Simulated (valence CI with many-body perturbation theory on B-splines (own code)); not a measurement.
## E1 line list for P10+

Method: valence CI with perturbative core correlation (CI+MBPT): three valence electrons over a frozen Dirac-Fock core [He], a basis of 11 s, 11 p, 10 d, 8 f, 5 g, 2 h functions for each j, with the one-electron correlation potential Σ1 (screened to all orders), the two-electron term Σ2, the three-electron term Σ3, Breit, model QED; selected single and double excitations, second order for the rest, scaled by the run's own slope (own B-spline code, finite nucleus).

No measured spectrum was set against this ion. As an estimate, levels of excited configurations hold to 0.05 to 0.15 % of their energy, terms of the ground configuration to about 0.5 %.

Lines 101 to 150 of 555 in falling wavelength, among levels below 30.321 Ry, chosen from the strongest by gf and those to the six lowest levels. Wavelengths and rates use the calculated energies, so an error of 300 cm⁻¹ moves a line at 1129 Å by 0.34 % and its rate by three times that or more. Electric multipoles are in the length gauge, E1 and E2 with the static RPA response of the core. Weak lines are less certain than strong ones. Lines between different terms over intervals too small for the method are left out, as are lines whose strength nearly cancels. Where a level lies close to another of its J and parity, the split of strength between their lines is uncertain. The highest levels of a list are the least certain.

Names give the largest LS component (configuration and term), which can be under half, so a name can repeat, a term be missing and a line seem to break the LS rules; names also repeat where a configuration has a term twice. Letters in brackets count levels of one name in rising energy.

| λ vac (Å) | Upper | Lower | A (s⁻¹) | log gf | Branch % |
| --- | --- | --- | --- | --- | --- |
| 1129 | 2p2 3d 4P_5/2 | 2p2 3p 4P°_5/2 | 2.00e+08 | -0.64 | 0.0 |
| 1097 | 2s2 3p 2P°_3/2 | 2s2 3s 2S_1/2 | 4.67e+08 | -0.47 | 2.3 |
| 1080 | 2s 2p 3d 2F°_7/2 [a] | 2s 2p 3p 2D_5/2 [a] | 5.00e+08 | -0.16 | 0.0 |
| 1077 | 2s 2p 3d 2F°_5/2 [a] | 2s 2p 3p 2D_3/2 [a] | 4.67e+08 | -0.31 | 0.0 |
| 1069 | 2p2 3d 2D_3/2 [a] | 2p2 3p 2P°_1/2 [a] | 3.20e+08 | -0.66 | 0.0 |
| 1058 | 2p2 3d 2D_5/2 [a] | 2p2 3p 2P°_3/2 [a] | 4.11e+08 | -0.38 | 0.0 |
| 1026 | 2p2 3p 2D°_3/2 [b] | 2p2 3s 2D_3/2 | 4.25e+08 | -0.57 | 0.1 |
| 1024 | 2p2 3p 2D°_5/2 [b] | 2p2 3s 2D_5/2 | 5.08e+08 | -0.32 | 0.1 |
| 998.3 | 2s 2p 3p 4S_3/2 | 2s 2p 3s 4P°_3/2 | 2.84e+08 | -0.77 | 2.0 |
| 940.6 | 2s 2p 3p 2S_1/2 [a] | 2s 2p 3s 2P°_3/2 [a] | 6.09e+08 | -0.79 | 0.1 |
| 931.0 | 2s 2p 3p 4P_3/2 | 2s 2p 3s 4P°_5/2 | 5.82e+08 | -0.52 | 11.6 |
| 908.6 | 2s 2p 3p 4P_5/2 | 2s 2p 3s 4P°_5/2 | 7.18e+08 | -0.27 | 4.9 |
| 907.5 | 2p2 3p 4S°_3/2 | 2p2 3s 4P_5/2 | 6.22e+08 | -0.51 | 0.2 |
| 906.0 | 2s 2p 3p 4P_1/2 | 2s 2p 3s 4P°_3/2 | 8.33e+08 | -0.69 | 19.7 |
| 870.4 | 2p2 3p 2P°_1/2 [b] | 2p2 3s 2D_3/2 | 9.23e+08 | -0.68 | 0.3 |
| 867.0 | 2p2 3p 4S°_3/2 | 2p2 3s 4P_3/2 | 3.58e+08 | -0.79 | 0.1 |
| 861.8 | 2s 2p 3p 4P_5/2 | 2s 2p 3s 4P°_3/2 | 2.77e+08 | -0.73 | 1.9 |
| 839.3 | 2p2 3p 2D°_5/2 [b] | 2p2 3s 2P_3/2 | 6.31e+08 | -0.40 | 0.1 |
| 838.7 | 2p2 3p 2P°_3/2 [b] | 2p2 3s 2D_3/2 | 4.07e+08 | -0.77 | 0.1 |
| 836.3 | 2p2 3p 2P°_3/2 [b] | 2p2 3s 2D_5/2 | 9.33e+08 | -0.41 | 0.3 |
| 800.4 | 2p2 3p 2D°_3/2 [b] | 2p2 3s 2P_1/2 | 6.07e+08 | -0.63 | 0.1 |
| 708.9 | 2p2 3p 2P°_3/2 [b] | 2p2 3s 2P_3/2 | 7.50e+08 | -0.65 | 0.3 |
| 661.2 | 2p2 3p 2D°_5/2 [a] | 2s 2p 3p 2P_3/2 [b] | 3.97e+08 | -0.81 | 0.1 |
| 514.6 | 2p2 3p 2F°_5/2 | 2s 2p 3p 2D_3/2 [b] | 8.68e+08 | -0.68 | 0.5 |
| 512.7 | 2p2 3p 2F°_7/2 | 2s 2p 3p 2D_5/2 [b] | 1.29e+09 | -0.39 | 0.8 |
| 501.5 | 2p2 3d 2D_3/2 [b] | 2s 2p 3d 2D°_3/2 [b] | 1.32e+09 | -0.70 | 0.1 |
| 500.2 | 2p3 2D°_5/2 | 2s 2p2 2P_3/2 | 1.19e+09 | -0.57 | 19.0 |
| 487.9 | 2p3 2D°_3/2 | 2s 2p2 2P_1/2 | 1.10e+09 | -0.80 | 17.7 |
| 483.6 | 2p2 3d 2P_3/2 [b] | 2s 2p 3d 2P°_3/2 [b] | 1.40e+09 | -0.71 | 0.1 |
| 481.9 | 2p2 3s 2D_5/2 | 2s 2p 3s 2P°_3/2 [b] | 2.21e+09 | -0.34 | 0.8 |
| 480.1 | 2p2 3s 2D_3/2 | 2s 2p 3s 2P°_1/2 [b] | 1.73e+09 | -0.62 | 0.7 |
| 468.4 | 2p2 3d 2F_7/2 [b] | 2s 2p 3d 2F°_7/2 [b] | 8.78e+08 | -0.64 | 0.0 |
| 457.2 | 2p2 3p 2D°_5/2 [b] | 2s 2p 3p 2D_5/2 [b] | 7.91e+08 | -0.83 | 0.2 |
| 451.5 | 2p2 3p 2P°_3/2 [b] | 2s 2p 3p 2S_1/2 [b] | 1.22e+09 | -0.83 | 0.4 |
| 380.2 | 2p2 3d 2F_5/2 [a] | 2s 2p 3d 2F°_5/2 [a] | 1.31e+09 | -0.77 | 0.8 |
| 378.8 | 2p2 3d 2F_7/2 [a] | 2s 2p 3d 2F°_7/2 [a] | 1.29e+09 | -0.65 | 0.8 |
| 359.0 | 2p3 2P°_3/2 | 2s 2p2 2P_3/2 | 4.48e+09 | -0.46 | 30.8 |
| 354.9 | 2p2 3p 4D°_7/2 | 2s 2p 3p 4P_5/2 | 1.24e+09 | -0.73 | 0.6 |
| 353.7 | 2p3 2P°_1/2 | 2s 2p2 2P_1/2 | 4.24e+09 | -0.80 | 28.8 |
| 346.5 | 2p2 3p 2D°_3/2 [a] | 2s 2p 3p 2D_3/2 [a] | 3.42e+09 | -0.61 | 1.1 |
| 346.3 | 2p2 3p 4P°_5/2 | 2s 2p 3p 4P_5/2 | 1.46e+09 | -0.80 | 0.5 |
| 345.7 | 2p2 3p 2D°_5/2 [a] | 2s 2p 3p 2D_5/2 [a] | 3.27e+09 | -0.45 | 1.0 |
| 343.4 | 2s2 5p 2P°_3/2 | 2s2 4d 2D_5/2 | 2.33e+09 | -0.78 | 3.1 |
| 331.8 | 2s2 5s 2S_1/2 | 2s2 4p 2P°_3/2 | 1.39e+10 | -0.34 | 11.8 |
| 330.6 | 2s2 5s 2S_1/2 | 2s2 4p 2P°_1/2 | 6.90e+09 | -0.65 | 5.9 |
| 329.8 | 2p2 3d 4F_9/2 | 2s 2p 3d 4F°_9/2 | 3.09e+09 | -0.30 | 73.4 |
| 329.2 | 2p2 3d 4F_7/2 | 2s 2p 3d 4F°_7/2 | 2.15e+09 | -0.55 | 33.5 |
| 329.2 | 2p2 3d 4F_3/2 | 2s 2p 3d 4F°_3/2 | 2.30e+09 | -0.83 | 34.0 |
| 329.1 | 2p2 3d 4F_5/2 | 2s 2p 3d 4F°_5/2 | 1.84e+09 | -0.75 | 24.9 |
| 328.4 | 2p2 3p 2P°_3/2 [a] | 2s 2p 3p 2D_5/2 [a] | 2.80e+09 | -0.74 | 0.7 |
